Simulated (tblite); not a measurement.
Species: C3H8NOSi (doublet state).
Atom-mapped SMILES: `[CH2:1]/[N:2]=[CH:3]/[SiH2:4][O:5][CH3:6]` (hydrogens: H7, H8 on C1; H9 on C3; H10, H11 on Si4; H12, H13, H14 on C6)

The geometry is computed with GFN2-xTB (gas phase). This method treats the open shell by occupation alone, without spin polarisation.

Problem. Give the optimised bond lengths and angles.

Solution. 
| bond | length (bohr) | order |
| --- | --- | --- |
| C1–N2 | 2.418 | single |
| N2=C3 | 2.457 | double |
| C3–Si4 | 3.549 | single |
| Si4–O5 | 3.059 | single |
| O5–C6 | 2.638 | single |
| C1–H7 | 2.054 | single |
| C1–H8 | 2.037 | single |
| C3–H9 | 2.062 | single |
| Si4–H10 | 2.755 | single |
| Si4–H11 | 2.782 | single |
| C6–H12, C6–H13, C6–H14 | 2.064 | single |

Bonds in one row agree within 0.02 bohr and their mean is given. Orders are formal, as drawn. A selection of angles:
| angle | degrees |
| --- | --- |
| N2–C1–H7 | 123.4 |
| N2–C1–H8 | 118.3 |
| H7–C1–H8 | 118.1 |
| C1–N2–C3 | 134.3 |
| N2–C3–Si4 | 120.5 |
| N2–C3–H9 | 119.0 |
| Si4–C3–H9 | 120.3 |
| C3–Si4–O5 | 112.4 |
| C3–Si4–H10 | 113.4 |
| C3–Si4–H11 | 107.3 |
| O5–Si4–H10 | 98.9 |
| O5–Si4–H11 | 112.0 |
| H10–Si4–H11 | 112.8 |
| Si4–O5–C6 | 129.8 |
| O5–C6–H12 | 110.8 |
| O5–C6–H14 | 107.9 |
| H12–C6–H13 | 108.8 |

Torsions: C1–N2–C3–Si4 156° (antiperiplanar); N2–C3–Si4–O5 -6° (synperiplanar); C3–Si4–O5–C6 51° (synclinal). The mirror-image conformer, all signs reversed, is as good.

Of the pairs four or more bonds apart, N2···H13 is among the closest relative to their van der Waals radii: 2.58 Å, 94 % of the sum of Bondi's values. The C–N distances run from 1.280 Å (C1–N2, drawn single in a drawing that doesn't fit all lengths) to 1.300 Å (N2=C3, drawn double in a drawing that doesn't fit all lengths), a spread of 0.020 Å. Si4 (silicon bonded to C, O and 2 H) is distorted tetrahedral (angles from 98.9° to 113.4°). C3 (carbon bonded to N, Si and H) is planar (angles 120.5°, 120.3° and 119.0°, sum 359.8°, 0.03 Å off the plane of its three neighbours). C1 (carbon bonded to N and 2 H) is planar (angles 123.4°, 118.3° and 118.1°, sum 359.8°, 0.03 Å off the plane of its three neighbours). O5 (oxygen bonded to C and Si) is bent (angle 129.8°).

Point group: C1 (no symmetry element, even within 0.4 Å). Its GFN2-xTB frequencies are all real (lowest 58 cm⁻¹). Torsions: H–C1–N2–C3 -18° and 167°, N2–C3–Si4–O5 -6°, C3–Si4–O5–C6 51°.

Time: 0.56 s of wall time. Hardware: one thread, Arm Neoverse V1 (aarch64), shared host. This is the geometry optimisation.
